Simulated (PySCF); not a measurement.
## AlSn at UHF-SCS-MP2

Level: UHF-SCS-MP2. Al aug-cc-pV(D+d)Z, Sn aug-cc-pVDZ-PP with ECP28; scalar-relativistic core potentials (PySCF 2.14).

```json
{"state": "⁴Σ⁻ (quartet), unpaired electrons σ ↑, π ↑↑", "bond length": "2.684 Å", "harmonic wavenumber": "264 cm⁻¹", "force constant": "0.906 mdyn/Å", "rotational constant Be": "0.1063 cm⁻¹", "anharmonicity ωexe": "0.994 cm⁻¹", "vibration–rotation constant αe": "0.000574 cm⁻¹", "well depth De to Al + Sn": "41.1 kcal/mol", "dissociation energy D0": "40.7 kcal/mol"}
```

Correlated steps freeze 9 core orbitals. Correlated levels converge slowly with the basis: in double zeta they bind strong bonds too weakly, by up to about 1 eV, and carry superposition errors of some tenths. These are scalar-relativistic numbers at best; spin–orbit coupling would shift them, the dissociation energy most. The state is the lowest determinant that a PBE0 search found; another state may lie lower at other levels.
